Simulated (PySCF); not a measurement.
Species: C₃H₇N₃SSi.
Structure used (GFN2-xTB), in Å, numbered top down from 1:
```xyz
15
C3H7N3SSi angstrom
C      2.5963    0.0990   -0.7300
S      1.1159   -0.9309   -0.4970
C     -0.0058    0.2771    0.0483
C      0.0966    1.6367    0.2678
N     -1.1065    2.0631    0.6941
N     -1.9177    1.0867    0.7489
N     -1.2892   -0.0405    0.3606
Si    -2.1354   -1.5855    0.3233
H      2.3954    0.8584   -1.4796
H      2.8759    0.5505    0.2172
H      3.3806   -0.5685   -1.0724
H      0.9238    2.3039    0.1511
H     -2.0708   -2.0542   -1.0597
H     -3.4620   -1.2138    0.7830
H     -1.4017   -2.4741    1.2224
```

Theory: PySCF, TDDFT PBE0/def2-SVPD, vertical, gas phase, core orbitals frozen in the response.

Frontier orbitals with the atoms that hold most of them (Löwdin shares over 4%, at most four atoms; ? is withheld):

```tsv
orbital	ε (eV)	atoms
LUMO+2	0.12	Si8 27%, S2 21%, H13 8%, H15 8%
LUMO+1	-0.28	N6 24%, N7 18%, C3 18%, N5 14%
LUMO	?	?
HOMO	-6.56	S2 40%, C4 15%, N6 14%, C3 14%
HOMO-1	-7.53	?
HOMO-2	-8.38	N7 27%, C4 18%, N5 15%, S2 10%
HOMO-3	-9.23	C3 22%, S2 20%, N5 16%, N6 13%
```

Question: Give the leading atoms of the LUMO.

Answer: S2 (bonded to 2 C) 28%; Si8 (bonded to N and 3 H) 24%; C1 (bonded to S and 3 H) 12%; H15 (bonded to Si) 6%.

Question: Which atoms hold the HOMO-1, and with what shares?

Answer: N5 (bonded to C and N) 46%; N6 (bonded to 2 N) 29%; C4 (bonded to C, N and H) 9%; N7 (bonded to C, N and Si) 9%. By element: nitrogen 84%, carbon 9% or more.

Question: What is the LUMO energy, and the HOMO–LUMO gap?

Answer: ε(LUMO) = -0.42 eV; the gap is 6.14 eV (0.2258 hartree).

Question: How does S1 compare with the orbital gap of 6.14 eV?

Answer: S1 is at 4.84 eV (f = 0.0000), 1.31 eV below the gap, made of HOMO→LUMO (94%). 

Question: Give energy, strength and leading configuration of S1, S2, S3 and S6, and follow the Löwdin shares of the leading atoms from the occupied to the empty orbital.

Answer: 
- S1 (4.84 eV, f 0.0000), HOMO→LUMO (94%): S2 40% → 28%, C4 15% → at most 7%, Si8 at most 14% → 24%
- S2 (5.50 eV, f 0.151), HOMO→LUMO+1 (94%): S2 40% → at most 15%, C4 15% → at most 15%, N6 14% → 24%, N7 at most 14% → 18%
- S3 (5.54 eV, f 0.0056), HOMO-1→LUMO+1 (97%): N5 46% → 14%, N6 29% → 24%, N7 9% → 18%
- S6 (6.25 eV, f 0.042), HOMO-1→LUMO (92%): N5 46% → at most 7%, N6 29% → at most 7%, S2 at most 7% → 28%, Si8 at most 7% → 24%

Löwdin shares depend on the basis, the more so with diffuse functions.

One conformer stands for the species.
